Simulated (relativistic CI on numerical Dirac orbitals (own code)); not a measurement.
## Mo6+: L2,3 absorption edge

Computed with this model: Dirac-Coulomb-Breit CI, separate exchange-only KLI orbitals for each configuration, model QED (radiative potential, 1s self-energy scaled to tabulated hydrogen-like ionisation energies), valence Slater integrals scaled by 0.7, multiplet model of core-to-valence dipole absorption; configurations [Ar] 3d10 4s2 4p6 → [He] 2s2 2p5 3s2 3p6 3d10 4s2 4p6 4d; 10 K; Lorentzian 0.96 eV and Gaussian 0.5 eV FWHM. Energies are those of the free ion, without screening or charge transfer. The branching ratio is the share of the lower-energy edge in the whole absorption, uncertain by about 0.02 where the edges overlap. S is read from ⟨S²⟩ = S(S + 1).

Field parameters in Wybourne normalisation: D3d B²₀ = −7Dσ, B⁴₀ = −14Dq − 21Dτ, B⁴₃ = −14√(10/7) Dq; Oh B⁴₀ = 21Dq, B⁴₄ = √(5/14) B⁴₀; Td as Oh with Dq negative (B⁴₀ = 21Dq, B⁴₄ = √(5/14) B⁴₀). The field is a parameter set, without covalency.

free ion: ground-state S = 0.00, centroid 2569.47 eV, branching ratio 0.679. Peaks (eV, height): 2536.0 (100), 2640.2 (47).

Td, 10Dq = -11500 cm⁻¹: ground-state S = 0.00, centroid 2569.47 eV, branching ratio 0.679. Peaks (eV, height): 2534.3 (22), 2536.3 (100), 2639.3 (25), 2640.7 (38).

D3d, 10Dq = 30100, Dσ = -320, Dτ = 20 cm⁻¹: ground-state S = 0.00, centroid 2569.47 eV, branching ratio 0.679. Peaks (eV, height): 2534.0 (78), 2537.6 (100), 2638.6 (50), 2642.4 (36).

Td, 10Dq = -7400 cm⁻¹: ground-state S = 0.00, centroid 2569.47 eV, branching ratio 0.679. Peaks (eV, height): 2536.1 (100), 2640.5 (39).

D3d, 10Dq = 31200, Dσ = 260, Dτ = 60 cm⁻¹: ground-state S = 0.00, centroid 2569.47 eV, branching ratio 0.679. Peaks (eV, height): 2533.9 (79), 2537.7 (100), 2638.6 (51), 2642.5 (37).

Oh, 10Dq = 35800 cm⁻¹: ground-state S = 0.00, centroid 2569.47 eV, branching ratio 0.679. Peaks (eV, height): 2533.7 (86), 2538.0 (100), 2638.4 (53), 2642.8 (38).

The statistical ratio of this edge is 2/3 = 0.667. Values above it arise where the holes sit mainly in the j = l + 1/2 valence subshell or the ground state has high spin; values below it where core-valence Coulomb terms move weight to the upper edge, as in nearly empty shells. At deep edges of heavy elements the radial integrals of the two core levels differ, which raises the baseline.

Strongest unbroadened transitions for D3d, 10Dq = 31200, Dσ = 260, Dτ = 60 cm⁻¹:

```
Energy (eV)  Relative strength
    2532.94                0.5
    2533.03                0.4
    2533.15                1.0
    2533.21                1.4
    2533.24                0.6
    2533.27                5.5
    2533.31                3.8
    2533.93               37.2
    2533.98               76.3
    2536.99                3.3
    2537.72               49.2
    2537.73              100.0
    2638.14                0.5
    2638.46               11.5
    2638.47                2.0
    2638.60               14.6
    2638.62               49.0
    2642.46               54.7
```
